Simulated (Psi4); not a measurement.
HCl₃Si, singlet, at a GFN2-xTB geometry; SVWN/STO-3G (Psi4 1.11).

Input for Psi4:
```
memory 2 GB

molecule mol {
0 1
  Si    0.028634   -0.016278    0.491067
  Cl   -1.241581   -1.436795   -0.148817
  Cl   -0.640098    1.792321   -0.076853
  Cl    1.851449   -0.338342   -0.292763
  H     0.113031   -0.064254    1.938435
}

set basis sto-3g
set reference rks
set scf_type cd

energy('svwn')
print_variables()
```

Predict the main parts of the log of this Psi4 run.


```
   => Loading Basis Set <=

    Name: STO-3G
    Role: ORBITAL
    Keyword: BASIS

         ---------------------------------------------------------
                                   SCF
               by Justin Turney, Rob Parrish, Andy Simmonett
                          and Daniel G. A. Smith
                              RKS Reference
         ---------------------------------------------------------

  ==> Geometry <==

    Molecular point group: c1
    Full point group: C1

    Geometry (in Angstrom), charge = 0, multiplicity = 1:

       Center              X                  Y                   Z               Mass
    ------------   -----------------  -----------------  -----------------  -----------------
         SI           0.029695320794    -0.016881023191     0.509267273868    27.976926534650
         CL          -1.240519679206    -1.437398023191    -0.130616726132    34.968852682000
         CL          -0.639036679206     1.791717976809    -0.058652726132    34.968852682000
         CL           1.852510320794    -0.338945023191    -0.274562726132    34.968852682000
         H            0.114092320794    -0.064857023191     1.956635273868     1.007825032230

  Running in c1 symmetry.

  Rotational constants: A =      0.08328  B =      0.08328  C =      0.04466 [cm^-1]
  Rotational constants: A =   2496.77415  B =   2496.77274  C =   1338.89748 [MHz]
  Nuclear repulsion =  342.210193562134577

  Charge       = 0
  Multiplicity = 1
  Electrons    = 66
  Nalpha       = 33
  Nbeta        = 33

  ==> Algorithm <==

  SCF Algorithm Type is CD.
  DIIS enabled.
  MOM disabled.
  Fractional occupation disabled.
  Guess Type is SAD.
  Energy threshold   = 1.00e-06
  Density threshold  = 1.00e-06
  Integral threshold = 1.00e-12

  ==> Primary Basis <==

  Basis Set: STO-3G
    Blend: STO-3G
    Number of shells: 21
    Number of basis functions: 37
    Number of Cartesian functions: 37
    Spherical Harmonics?: true
    Max angular momentum: 1

  ==> DFT Potential <==

   => LibXC <=

    Version 7.1.2
    S. Lehtola, C. Steigemann, M. J. T. Oliveira, and M. A. L. Marques,  SoftwareX 7, 1–5 (2018) (10.1016/j.softx.2017.11.002)

   => Composite Functional: SVWN <=

    Slater exchange
    Vosko, Wilk & Nusair (VWN5_RPA)
    P. A. M. Dirac,  Math. Proc. Cambridge Philos. Soc. 26, 376 (1930) (10.1017/S0305004100016108)
    F. Bloch,  Z. Phys. 57, 545 (1929) (10.1007/BF01340281)
    S. H. Vosko, L. Wilk, and M. Nusair,  Can. J. Phys. 58, 1200 (1980) (10.1139/p80-159)

    Deriv               =              1
    GGA                 =          FALSE
    Meta                =          FALSE

    Exchange Hybrid     =          FALSE
    MP2 Hybrid          =          FALSE

   => Exchange Functionals <=

    1.0000         XC_LDA_X

   => Correlation Functionals <=

    1.0000   XC_LDA_C_VWN_RPA

   => LibXC Density Thresholds  <==

    XC_LDA_C_VWN_RPA:  1.00E-15
    XC_LDA_X:  1.00E-15

   => Molecular Quadrature <=

    Radial Scheme          =       TREUTLER
    Pruning Scheme         =           NONE
    Nuclear Scheme         =       TREUTLER

    Blocking Scheme        =         OCTREE
    BS radius alpha        =              1
    Pruning alpha          =              1
    Radial Points          =             75
    Spherical Points       =            302
    Total Points           =         101435
    Total Blocks           =            840
    Max Points             =            255
    Max Functions          =             31
    Weights Tolerance      =       1.00E-15

  ==> Integral Setup <==

  ==> CDJK: Cholesky-decomposed J/K Matrices <==

    J tasked:                     Yes
    K tasked:                      No
    wK tasked:                     No
    Integrals threads:              1
    Algorithm:                   Core
    Integral Cache:              NONE
    Schwarz Cutoff:             1E-12
    Cholesky tolerance:      1.00E-04
    No. Cholesky vectors:         149

  Minimum eigenvalue in the overlap matrix is 2.8882988992E-01.
  Reciprocal condition number of the overlap matrix is 1.5234785894E-01.
    Using symmetric orthogonalization.

  ==> Pre-Iterations <==

  SCF Guess: Superposition of Atomic Densities via on-the-fly atomic UHF (no occupation information).

   -------------------------
    Irrep   Nso     Nmo
   -------------------------
     A         37      37
   -------------------------
    Total      37      37
   -------------------------

  ==> Iterations <==

                        Total Energy        Delta E     RMS |[F,P]|

   @RKS iter SAD: -1647.37709728181835   -1.64738e+03   0.00000e+00
   @RKS iter   1: -1647.84954874231448   -4.72451e-01   1.15125e-02 DIIS/ADIIS
   @RKS iter   2: -1647.73348348176864    1.16065e-01   1.57241e-02 DIIS/ADIIS
   @RKS iter   3: -1648.01123833871725   -2.77755e-01   3.61209e-04 DIIS/ADIIS
   @RKS iter   4: -1648.01135057484566   -1.12236e-04   1.55184e-04 DIIS/ADIIS
   @RKS iter   5: -1648.01138855159434   -3.79767e-05   1.64580e-05 DIIS
   @RKS iter   6: -1648.01138889648769   -3.44893e-07   3.93757e-07 DIIS
  Energy and wave function converged.

  ==> Post-Iterations <==

   Electrons on quadrature grid:
      Ntotal   =   66.0000022173 ; deviation = 2.217e-06

    Orbital Energies [Eh]
    ---------------------

    Doubly Occupied:

       1A    -99.255680     2A    -99.255662     3A    -99.255638
       4A    -64.579640     5A     -8.936500     6A     -8.936119
       7A     -8.936098     8A     -6.832587     9A     -6.832170
      10A     -6.832152    11A     -6.815917    12A     -6.815816
      13A     -6.815796    14A     -6.815456    15A     -6.815316
      16A     -6.815290    17A     -5.018585    18A     -3.414710
      19A     -3.414696    20A     -3.409570    21A     -0.791244
      22A     -0.733620    23A     -0.733603    24A     -0.489882
      25A     -0.386631    26A     -0.367835    27A     -0.367825
      28A     -0.270039    29A     -0.270031    30A     -0.256084
      31A     -0.256075    32A     -0.253718    33A     -0.246984

    Virtual:

      34A      0.019016    35A      0.093784    36A      0.093802
      37A      0.215098

    Final Occupation by Irrep:
              A
    DOCC [    33 ]
    NA   [    33 ]
    NB   [    33 ]

  @RKS Final Energy: -1648.01138889648769

   => Energetics <=

    Nuclear Repulsion Energy =            342.2101935621345774
    One-Electron Energy =               -2968.7367606401089688
    Two-Electron Energy =                1080.0255780834306734
    DFT Exchange-Correlation Energy =    -101.5103999019438845
    Empirical Dispersion Energy =           0.0000000000000000
    VV10 Nonlocal Energy =                  0.0000000000000000
    Total Energy =                      -1648.0113888964876878

Computation Completed

Properties will be evaluated at   0.000000,   0.000000,   0.000000 [a0]

Properties computed using the SCF density matrix

 Multipole Moments:

 ------------------------------------------------------------------------------------
     Multipole            Electronic (a.u.)      Nuclear  (a.u.)        Total (a.u.)
 ------------------------------------------------------------------------------------

 L = 1.  Multiply by 2.5417464519 to convert [e a0] to [Debye]
 Dipole X            :         -0.0872461            0.1323643            0.0451182
 Dipole Y            :          0.0497403           -0.0752442           -0.0255039
 Dipole Z            :         -1.4969703            2.2699959            0.7730255
 Magnitude           :                                                    0.7747610

 ------------------------------------------------------------------------------------

  Variable Map:
  ----------------------------------------------------------------------------
  "CURRENT ENERGY"              =>   -1648.011388896488
  "CURRENT REFERENCE ENERGY"    =>   -1648.011388896488
  "DD SOLVATION ENERGY"         =>       0.000000000000
  "DFT FUNCTIONAL TOTAL ENERGY" =>   -1648.011388896488
  "DFT TOTAL ENERGY"            =>   -1648.011388896488
  "DFT VV10 ENERGY"             =>       0.000000000000
  "DFT XC ENERGY"               =>    -101.510399901944
  "GRID ELECTRONS ALPHA"        =>      33.000001108643
  "GRID ELECTRONS BETA"         =>      33.000001108643
  "GRID ELECTRONS TOTAL"        =>      66.000002217287
  "NUCLEAR REPULSION ENERGY"    =>     342.210193562135
  "ONE-ELECTRON ENERGY"         =>   -2968.736760640109
  "PCM POLARIZATION ENERGY"     =>       0.000000000000
  "PE ENERGY"                   =>       0.000000000000
  "SCF ITERATION ENERGY"        =>   -1648.011388896488
  "SCF ITERATIONS"              =>       6.000000000000
  "SCF TOTAL ENERGY"            =>   -1648.011388896488
  "TWO-ELECTRON ENERGY"         =>    1080.025578083431
  "XC GRID RADIAL POINTS"       =>      75.000000000000
  "XC GRID SPHERICAL POINTS"    =>     302.000000000000
  "XC GRID TOTAL POINTS"        =>  101435.000000000000

  Array Variable Map:
  ----------------------------------------------------------------------------
  "CURRENT DIPOLE"              =>       0.045118167253 ... 0.773025535695 1 by 3
  "SCF DIPOLE"                  =>       0.045118167253 ... 0.773025535695 1 by 3
  "SCF TOTAL ENERGIES"          =>   -1647.377097281818 ... -1648.011388896488 1 by 7
```
